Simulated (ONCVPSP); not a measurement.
**Before and after: ONCV potential for indium (In)**

```json
{"Element": "In (Z = 49)", "Generator": "ONCVPSP 4.0.1", "Type": "optimised norm-conserving Vanderbilt (ONCV)", "Functional": "PBE", "Relativity": "scalar-relativistic", "Frozen core": "[Kr] 4d10", "Valence charge": "3", "Reference configuration": "5s1 5p2", "Partial waves": "5s: rc 2.15 bohr, ncon 4, nbas 7, qcut 2.6 1/bohr, 2 projectors, debl 1.8 Ha; 5p: rc 2.15 bohr, ncon 4, nbas 8, qcut 3.4 1/bohr, local", "Local potential": "the p channel", "Core correction": "Teter function, fcfact 2, rcfact 1.25"}
```

Change: core correction Teter function, fcfact 2, rcfact 1.82.

Cutoffs: the cutoffs (Ha) at which the residual kinetic energy of the hardest occupied pseudo-wave falls to 1 and 0.1 mHa per electron; they do not see the model core or the augmentation charge, which bear on the density cutoff. Errors are all-electron minus pseudo energies relative to the spin-unpolarised reference configuration.

Problem. Predict the effect on cutoff, ghosts and configuration errors.

Solution. The potential gets neither clearly harder nor softer (18 Ha and 25 Ha → 18 Ha and 25 Ha); of the 4 tests that both files solve, the error grows in 4 and shrinks in 0 by more than 15 % and 0.3 meV (median size 30.6 → 70.9 meV); neither file shows a bound ghost. A model core, the more so a compact one, raises the density cutoff, which this test does not measure.

```tsv
quantity	base	changed
cutoff, loose	18 Ha	18 Ha
cutoff, tight	25 Ha	25 Ha
bound ghosts	none	none
GHOST(+) flags under 300 eV	none	none
error for 5s2 5p1, meV [ΔE -5.84 eV]	+4.0	-13
error for 5s2 5p0, meV [ΔE -0.48 eV]	+43	-103
error for 5s1 5p0, meV [ΔE 18.76 eV]	+45	-373
error for 5s2 5p0.5, meV [ΔE -3.90 eV]	+18	-39
s: phases at 2.19 bohr within 0.05 rad from the reference energy up to (Ha; the scan ends near 5)	3.2	3.2
p: phases at 2.19 bohr within 0.05 rad from the reference energy up to (Ha; the scan ends near 5)	1.9	1.9
rms error of d²Exc/dni dnj with the model core, mHa	5.79	2.66
```
